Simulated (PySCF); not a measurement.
**Dipole moment and polarisability of `C[N](C)[GeH2][SH]`**

C2H9GeNS.
Cartesian coordinates in Å at the PBE0-D3(BJ)/def2-SVP level; atoms count from 1:
```xyz
14
C2H9GeNS angstrom
C     -1.6379   -0.6302    0.7223
N     -0.4204    0.1221    0.5836
C     -0.5875    1.5434    0.4407
Ge     1.1162   -0.6822    0.0184
S      2.8316    0.3629    0.9918
H     -2.2162   -0.2788    1.5979
H     -2.3072   -0.5551   -0.1605
H     -1.4198   -1.6972    0.8827
H     -1.0752    1.8388   -0.5120
H     -1.2083    1.9438    1.2634
H      0.3898    2.0481    0.4974
H      1.3846   -0.5906   -1.5037
H      1.0208   -2.1412    0.4900
H      3.3708    0.7707   -0.1758
```

Level: CAM-B3LYP/def2-SVPD (PySCF), static field, nuclei fixed, core orbitals frozen in the response. The polarisability tensor in these axes (au):

```
x   102.40   2.70   1.34
y     2.70  83.92   2.62
z     1.34   2.62  76.27
```

Task: Diagonalise the tensor; give its mean and Δα, where Δα² is half the sum of the squared differences of the eigenvalues.

Result: Principal values 75.45, 84.24 and 102.89 au; mean 87.53 au = 12.97 Å³ = 14.43 × 10⁻⁴⁰ C²·m²/J; Δα = 24.27 au (28 % of the mean).

Task: What is the dipole moment, and where does it point?

Result: (-1.18, -0.15, -1.20) D, 1.69 D in size, pointing from the negative to the positive side. Measured along this direction, the outermost atoms are S5 at the negative end and H7 at the positive end.

Task: Traceless (Buckingham) quadrupole moment about the centre of nuclear charge: eigenvalues?

Result: -5.08, 0.12, 4.95 D·Å. The values depend on the origin, since the dipole doesn't vanish. The electronic extent ⟨r²⟩ about the same centre is 964 bohr², a root-mean-square distance of 1.88 Å for the 76 electrons.

Task: How large is μ²/3kT at 273 K beside α?

Result: In Gaussian units μ²/3kT = 25.28 Å³ against 12.97 Å³, a ratio of 1.95; the Debye molar polarisation (4π/3)N_A(α + μ²/3kT) is 96.5 cm³/mol, leaving out the vibrational part.

Task: Estimate the molar refractivity from the static electronic polarisability.

Result: Lorentz–Lorenz: R = (4π/3)N_A α = 2.5225 cm³/(mol·Å³) × 12.97 Å³ = 32.7 cm³/mol, in the limit of long wavelengths.

Geometry: PBE0-D3(BJ)/def2-SVP, one conformer, isolated molecule. The calculation is non-relativistic, for germanium too.
